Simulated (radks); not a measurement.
Fractional charge and spin in the 1s shell of boron: the spin-up occupation runs from 0 to 1 and the spin-down occupation from 0 to 1; the fullest corner is B3+, 1s(up 1, down 1). Calculated with a radial shooting solver on a logarithmic mesh with Libxc functionals: non-relativistic Kohn-Sham, r2SCAN, spin-polarised, spherical densities, point nucleus; meta-GGA in the generalised Kohn-Sham scheme. Energy (eV) minus the two flat planes that join the four corners (they meet along the diagonal where the two added fractions sum to one electron); zero is where a piecewise linear energy would lie.

down \ up       0    0.25     0.5    0.75       1
0           0.000  -4.019  -6.230  -5.033   0.000
0.25       -4.019  -2.880   0.114   6.428  -3.712
0.5        -6.230   0.114   8.302  -0.469  -5.620
0.75       -5.033   6.428  -0.469  -4.243  -4.508
1           0.000  -3.712  -5.620  -4.508   0.000

Corners above the fullest one (they belong to B4+ and the next ion): (up 1, down 0) 259.41 eV, (up 0, down 1) 259.41 eV, (up 0, down 0) 599.55 eV. With half an added electron in each spin the energy lies 8.302 eV from the planes (fractional-spin error, the static-correlation error of a stretched bond), and with half an added electron in spin up alone -6.230 eV (fractional-charge error). For a frontier s shell over closed shells the exact functional lies on the planes.
